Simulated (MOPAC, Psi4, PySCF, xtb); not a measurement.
Internal rotation in SMILES c1c[se]c(-c2ccc[se]2)c1, singlet. Scanned: dihedral Se3–C4–C5–Se9; all other coordinates were relaxed at GFN2-xTB. Points at φ and −φ are mirror images. Heavy atoms are numbered in the order of the SMILES c1c[se]c(-c2ccc[se]2)c1, hydrogens after them in the order of the atoms that carry them; the mirror image has the same energies with the sign of each dihedral reversed.

- GFN1-xTB // GFN2-xTB (xtb)
- PM7, restricted, heats of formation // GFN2-xTB (MOPAC)
- RKS-B3LYP/6-31G* = restricted B3LYP/6-31G*, spherical d, density fitting // GFN2-xTB run with PySCF
- PBE-D3(BJ)/def2-SVP // GFN2-xTB (Psi4)

Energies relative to the lowest point of each profile, in mEh; the last columns give the difference from PBE-D3(BJ):

```json
[
 {"φ / °": "-150", "GFN1-xTB": "1.4", "PM7": "0.0", "RKS-B3LYP/6-31G*": "0.0", "PBE-D3(BJ)/def2-SVP": "0.2", "GFN1-xTB − PBE-D3(BJ)/def2-SVP": "1.2", "PM7 − PBE-D3(BJ)/def2-SVP": "-0.2", "RKS-B3LYP/6-31G* − PBE-D3(BJ)/def2-SVP": "-0.2"},
 {"φ / °": "-120", "GFN1-xTB": "5.1", "PM7": "0.2", "RKS-B3LYP/6-31G*": "1.6", "PBE-D3(BJ)/def2-SVP": "2.4", "GFN1-xTB − PBE-D3(BJ)/def2-SVP": "2.7", "PM7 − PBE-D3(BJ)/def2-SVP": "-2.2", "RKS-B3LYP/6-31G* − PBE-D3(BJ)/def2-SVP": "-0.8"},
 {"φ / °": "-90", "GFN1-xTB": "7.8", "PM7": "0.3", "RKS-B3LYP/6-31G*": "3.8", "PBE-D3(BJ)/def2-SVP": "5.2", "GFN1-xTB − PBE-D3(BJ)/def2-SVP": "2.6", "PM7 − PBE-D3(BJ)/def2-SVP": "-4.9", "RKS-B3LYP/6-31G* − PBE-D3(BJ)/def2-SVP": "-1.4"},
 {"φ / °": "-60", "GFN1-xTB": "5.6", "PM7": "2.1", "RKS-B3LYP/6-31G*": "2.0", "PBE-D3(BJ)/def2-SVP": "2.8", "GFN1-xTB − PBE-D3(BJ)/def2-SVP": "2.8", "PM7 − PBE-D3(BJ)/def2-SVP": "-0.7", "RKS-B3LYP/6-31G* − PBE-D3(BJ)/def2-SVP": "-0.8"},
 {"φ / °": "-30", "GFN1-xTB": "2.2", "PM7": "4.0", "RKS-B3LYP/6-31G*": "1.3", "PBE-D3(BJ)/def2-SVP": "1.1", "GFN1-xTB − PBE-D3(BJ)/def2-SVP": "1.1", "PM7 − PBE-D3(BJ)/def2-SVP": "2.9", "RKS-B3LYP/6-31G* − PBE-D3(BJ)/def2-SVP": "0.2"},
 {"φ / °": "0", "GFN1-xTB": "1.1", "PM7": "5.7", "RKS-B3LYP/6-31G*": "2.4", "PBE-D3(BJ)/def2-SVP": "1.7", "GFN1-xTB − PBE-D3(BJ)/def2-SVP": "-0.7", "PM7 − PBE-D3(BJ)/def2-SVP": "4.0", "RKS-B3LYP/6-31G* − PBE-D3(BJ)/def2-SVP": "0.7"},
 {"φ / °": "30", "GFN1-xTB": "2.2", "PM7": "4.0", "RKS-B3LYP/6-31G*": "1.3", "PBE-D3(BJ)/def2-SVP": "1.1", "GFN1-xTB − PBE-D3(BJ)/def2-SVP": "1.1", "PM7 − PBE-D3(BJ)/def2-SVP": "2.9", "RKS-B3LYP/6-31G* − PBE-D3(BJ)/def2-SVP": "0.2"},
 {"φ / °": "60", "GFN1-xTB": "5.6", "PM7": "2.1", "RKS-B3LYP/6-31G*": "2.0", "PBE-D3(BJ)/def2-SVP": "2.8", "GFN1-xTB − PBE-D3(BJ)/def2-SVP": "2.8", "PM7 − PBE-D3(BJ)/def2-SVP": "-0.7", "RKS-B3LYP/6-31G* − PBE-D3(BJ)/def2-SVP": "-0.8"},
 {"φ / °": "90", "GFN1-xTB": "7.8", "PM7": "0.3", "RKS-B3LYP/6-31G*": "3.8", "PBE-D3(BJ)/def2-SVP": "5.2", "GFN1-xTB − PBE-D3(BJ)/def2-SVP": "2.6", "PM7 − PBE-D3(BJ)/def2-SVP": "-4.9", "RKS-B3LYP/6-31G* − PBE-D3(BJ)/def2-SVP": "-1.4"},
 {"φ / °": "120", "GFN1-xTB": "5.1", "PM7": "0.2", "RKS-B3LYP/6-31G*": "1.6", "PBE-D3(BJ)/def2-SVP": "2.4", "GFN1-xTB − PBE-D3(BJ)/def2-SVP": "2.7", "PM7 − PBE-D3(BJ)/def2-SVP": "-2.2", "RKS-B3LYP/6-31G* − PBE-D3(BJ)/def2-SVP": "-0.8"},
 {"φ / °": "150", "GFN1-xTB": "1.4", "PM7": "0.0", "RKS-B3LYP/6-31G*": "0.0", "PBE-D3(BJ)/def2-SVP": "0.2", "GFN1-xTB − PBE-D3(BJ)/def2-SVP": "1.2", "PM7 − PBE-D3(BJ)/def2-SVP": "-0.2", "RKS-B3LYP/6-31G* − PBE-D3(BJ)/def2-SVP": "-0.2"},
 {"φ / °": "180", "GFN1-xTB": "0.0", "PM7": "0.0", "RKS-B3LYP/6-31G*": "0.1", "PBE-D3(BJ)/def2-SVP": "0.0", "GFN1-xTB − PBE-D3(BJ)/def2-SVP": "0.0", "PM7 − PBE-D3(BJ)/def2-SVP": "0.0", "RKS-B3LYP/6-31G* − PBE-D3(BJ)/def2-SVP": "0.1"}
]
```

GFN1-xTB is furthest from PBE-D3(BJ)/def2-SVP at -60 (2.8 mEh, above); its mean absolute difference over the points is 1.8 mEh.

PM7 is furthest from PBE-D3(BJ)/def2-SVP at -90 (-4.9 mEh, below); its mean absolute difference over the points is 2.2 mEh.

RKS-B3LYP/6-31G* is furthest from PBE-D3(BJ)/def2-SVP at -90 (-1.4 mEh, below); its mean absolute difference over the points is 0.6 mEh.
